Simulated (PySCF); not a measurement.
# `CCC[C@@]1([SiH3])C[C@H]1CC`: 4 charge schemes on one density

Species: C8H18Si.
Structure used (GFN2-xTB), in Å, numbered top down from 1:
```
atom  x, y, z in Å
C1     2.680    1.508    1.291
C2     1.872    0.787    0.218
C3     0.978   -0.296    0.818
C4     0.125   -0.993   -0.225
Si5    1.075   -1.976   -1.530
C6    -1.198   -1.555    0.237
C7    -1.177   -0.369   -0.674
C8    -1.680    0.974   -0.198
C9    -3.204    1.035   -0.265
H10    3.307    0.803    1.833
H11    3.321    2.266    0.846
H12    2.018    1.996    2.004
H13    2.554    0.329   -0.502
H14    1.254    1.507   -0.321
H15    0.348    0.150    1.591
H16    1.607   -1.043    1.312
H17    1.615   -1.080   -2.557
H18    2.165   -2.709   -0.880
H19    0.161   -2.922   -2.174
H20   -1.535   -2.507   -0.146
H21   -1.477   -1.387    1.268
H22   -1.455   -0.562   -1.706
H23   -1.259    1.766   -0.825
H24   -1.364    1.159    0.829
H25   -3.563    2.003    0.079
H26   -3.547    0.882   -1.286
H27   -3.641    0.261    0.362
```

Density: PBE0/pcSseg-1 (PySCF); schemes: Mulliken, IAO, Hirshfeld and ESP-fitted. The structure is a single GFN2-xTB conformer in the gas phase; no vibrational or solvent corrections.

Task: Atoms with like bonding are taken together and averaged. Do the Mulliken, IAO, Hirshfeld and ESP-fitted schemes agree on where the charge is highest?

Result: All schemes agree: Mulliken Si5 (+0.540); IAO Si5 (+0.591); Hirshfeld Si5 (+0.304); ESP-fitted Si5 (+0.346).

Task: For which atoms does the sign change between the 4 schemes (beyond +0.03 e in one, beyond −0.03 e in another)?

Result: C2, C8 and H14.

Task: Tabulate the Mulliken, IAO, Hirshfeld and ESP-fitted charges.

Result: In e; atoms taken as equivalent share a row and are averaged (×n: the atom named and its like, n in all):

| atom | environment | Mulliken | IAO | Hirshfeld | ESP-fitted |
| --- | --- | --- | --- | --- | --- |
| C1 | methyl carbon | -0.253 | -0.416 | -0.117 | -0.398 |
| C2 | chain CH2 carbon | -0.291 | -0.243 | -0.066 | +0.255 |
| C3 | chain CH2 carbon | -0.118 | -0.242 | -0.068 | -0.420 |
| C4 | sp3 carbon bound to silicon | -0.607 | -0.252 | -0.079 | -0.060 |
| Si5 | SiH3 silicon | +0.540 | +0.591 | +0.304 | +0.346 |
| C6 | three-membered-ring carbon | -0.084 | -0.292 | -0.094 | -0.335 |
| C7 | three-membered-ring carbon | -0.205 | -0.125 | -0.036 | -0.152 |
| C8 | chain CH2 carbon | -0.214 | -0.245 | -0.063 | +0.142 |
| C9 | methyl carbon | -0.251 | -0.413 | -0.117 | -0.438 |
| H10/H11/H12 | methyl hydrogen | +0.109 | +0.137 | +0.039 | +0.095 |
| H13 | methylene hydrogen | +0.131 | +0.126 | +0.034 | +0.010 |
| H14 | methylene hydrogen | +0.127 | +0.130 | +0.035 | -0.034 |
| H15 | methylene hydrogen | +0.100 | +0.121 | +0.035 | +0.140 |
| H16 | methylene hydrogen | +0.123 | +0.129 | +0.034 | +0.138 |
| H17/H18/H19 | Si–H hydrogen | -0.084 | -0.121 | -0.079 | -0.096 |
| H20 | methylene hydrogen | +0.126 | +0.142 | +0.041 | +0.129 |
| H21 | methylene hydrogen | +0.120 | +0.139 | +0.045 | +0.154 |
| H22 | methine hydrogen | +0.117 | +0.130 | +0.039 | +0.120 |
| H23 | methylene hydrogen | +0.128 | +0.132 | +0.037 | +0.027 |
| H24 | methylene hydrogen | +0.108 | +0.128 | +0.038 | +0.049 |
| H25/H26/H27 | methyl hydrogen | +0.110 | +0.138 | +0.039 | +0.110 |

Mean size of the charges over all atoms: IAO 0.192 e, Mulliken 0.169 e, ESP-fitted 0.157 e, Hirshfeld 0.065 e. Each set sums to the total charge, 0, to within 0.002 e. The IAO scheme projects the occupied orbitals on a minimal set of polarised atomic orbitals and counts the electrons in each atom's part of it. The ESP scheme fits charges at the nuclei, held to the total charge, to the electrostatic potential on points at 1.4 to 2.0 times the van der Waals radii.

Some averages cover members that differ in this geometry: H17/H18/H19, ESP-fitted -0.115 to -0.086 e.

Task: How many electrons does the Hirshfeld scheme count on C9?

Result: Z − q = 6 − (-0.117) = 6.117.

Task: How closely do the schemes follow one another over all atoms?

Result: Correlation coefficient and root-mean-square difference: IAO with Hirshfeld 0.95, 0.146 e; Mulliken with IAO 0.90, 0.098 e; Mulliken with Hirshfeld 0.86, 0.145 e; IAO with ESP-fitted 0.76, 0.149 e; Hirshfeld with ESP-fitted 0.72, 0.149 e; Mulliken with ESP-fitted 0.54, 0.196 e.

Task: Sum the charges by element, for elements with more than one atom.

Result: 
```tsv
element	atoms	Mulliken	IAO	Hirshfeld	ESP-fitted
C	8	-2.022	-2.229	-0.639	-1.406
H	18	+1.483	+1.637	+0.333	+1.060
```

These values come from a run that also computed NMR shieldings. Time: 70 s of wall time; peak memory 1.1 GiB. Hardware: Arm Neoverse V1, one thread, on a shared host.
